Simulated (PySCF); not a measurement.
Species: C5H4F4O2.
InChI=1S/C5H4F4O2/c6-1-2-10-3-4(7)11-5(8)9/h1-3,5H/b2-1+,4-3-

Torsions of this conformer, `[F:1]/[CH:2]=[CH:3]/[O:4]/[CH:5]=[C:6](/[F:7])[O:8][CH:9]([F:10])[F:11]`: C2–C3–O4–C5 177°, C3–O4–C5–C6 174°, C5–C6–O8–C9 109°, C6–O8–C9–F10 171°.

The closed-shell ground state was solved at several levels (PySCF, density fitting, gas phase, non-relativistic). The structure is a single PBE0-D3(BJ)/def2-SVP conformer in the gas phase; no vibrational or solvent corrections.

| level | basis functions | HOMO (eV) | LUMO (eV) | gap (eV) | dipole (D) |
| --- | --- | --- | --- | --- | --- |
| PBE0/pcSseg-1 | 207 | -6.44 | 0.16 | 6.60 | 1.93 |
| wB97X-D/pcSseg-2 | 452 | -8.26 | 1.92 | 10.18 | 1.87 |
| wB97X-D/def2-SVPD | 270 | -8.37 | 1.82 | 10.19 | 1.91 |

(1) What might B3LYP/pcJ-1 (337 basis functions) give for the same quantities?

(2) How far do the dipole and the HOMO energy spread over the levels?

Answers

(1) HOMO -6.24 eV, LUMO -0.09 eV, gap 6.15 eV, dipole 1.93 D.

(2) The dipole runs from 1.87 to 1.93 D (mean 1.91 D) and the HOMO from -8.37 to -6.24 eV.
